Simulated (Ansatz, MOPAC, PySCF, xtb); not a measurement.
Breaking a bond: SiH (cation, charge +1), singlet.

- GFN1-xTB (xtb)
- PM6, restricted, heats of formation (MOPAC)
- UHF/3-21G = PySCF 2.14.0 with unrestricted Hartree-Fock/3-21G
- FCI = Ansatz (an electronic-structure program) with full CI/cc-pVDZ, frozen core

Energies relative to the lowest point of each curve near equilibrium, in mEh; the last columns give the difference from FCI:

| R / Å | GFN1-xTB | PM6 | UHF/3-21G | FCI | GFN1-xTB − FCI | PM6 − FCI | UHF/3-21G − FCI |
|---|---|---|---|---|---|---|---|
| 1.21 | 47.1 | 30.2 | 47.3 | 46.9 | 0.1 | -16.7 | 0.4 |
| 1.31 | 17.7 | 13.4 | 18.0 | 18.5 | -0.8 | -5.1 | -0.5 |
| 1.36 | 9.6 | 7.7 | 9.4 | 10.0 | -0.4 | -2.3 | -0.6 |
| 1.43 | 2.9 | 2.5 | 2.5 | 2.9 | 0.0 | -0.4 | -0.4 |
| 1.47 | 1.0 | 0.8 | 0.6 | 0.9 | 0.1 | -0.1 | -0.3 |
| 1.52 | 0.0 | 0.0 | 0.0 | 0.0 | 0.0 | 0.0 | 0.0 |
| 1.57 | 0.3 | 0.5 | 0.9 | 0.7 | -0.3 | -0.1 | 0.3 |
| 1.63 | 2.1 | 2.8 | 3.6 | 3.0 | -0.9 | -0.3 | 0.6 |
| 1.65 | 3.0 | 3.9 | 4.9 | 4.2 | -1.1 | -0.3 | 0.7 |
| 1.80 | 13.4 | 16.4 | 17.3 | 15.9 | -2.5 | 0.5 | 1.5 |
| 1.87 | 19.6 | 24.1 | 24.5 | 22.6 | -3.0 | 1.5 | 1.9 |
| 2.06 | 38.2 | 48.0 | 44.2 | 42.2 | -4.0 | 5.8 | 2.1 |
| 2.27 | 60.2 | 75.4 | 56.6 | 62.6 | -2.4 | 12.8 | -6.0 |
| 2.51 | 86.3 | 104.9 | 63.4 | 81.5 | 4.8 | 23.4 | -18.1 |
| 2.72 | 108.4 | 127.8 | 66.5 | 93.5 | 14.9 | 34.4 | -26.9 |
| 3.06 | 139.5 | 158.5 | 69.2 | 105.3 | 34.2 | 53.3 | -36.1 |
| 3.32 | 157.7 | 176.8 | 70.2 | 109.9 | 47.8 | 66.8 | -39.7 |
| 3.74 | 176.8 | 198.2 | 71.2 | 113.4 | 63.4 | 84.8 | -42.2 |
| 4.14 | — | 211.5 | 71.7 | 114.6 | — | 96.9 | -42.9 |
| 4.60 | — | 221.2 | 72.0 | 115.0 | — | 106.2 | -43.0 |
| 5.44 | — | 230.4 | 72.1 | 115.2 | — | 115.3 | -43.1 |
| 6.02 | — | 233.7 | 72.1 | 115.2 | — | 118.5 | -43.1 |

GFN1-xTB is furthest from FCI at 3.74 (63.4 mEh, above); its mean absolute difference over the points is 10.0 mEh.

PM6 is furthest from FCI at 6.02 (118.5 mEh, above); its mean absolute difference over the points is 33.9 mEh.

UHF/3-21G is furthest from FCI at 6.02 (-43.1 mEh, below); its mean absolute difference over the points is 15.9 mEh.

Dashes: no converged value, or the column stops at the first point that the program doubted or that broke a chosen test of continuity, which isn't proof of a fault.

The restricted form behind PM6 keeps the bonding electrons paired and can't separate into open-shell fragments. The unrestricted determinant behind UHF/3-21G is spin-contaminated at 1.21, 2.06 to 6.02 Å (<S²> up to 1.0, against 0.00 for a pure singlet).
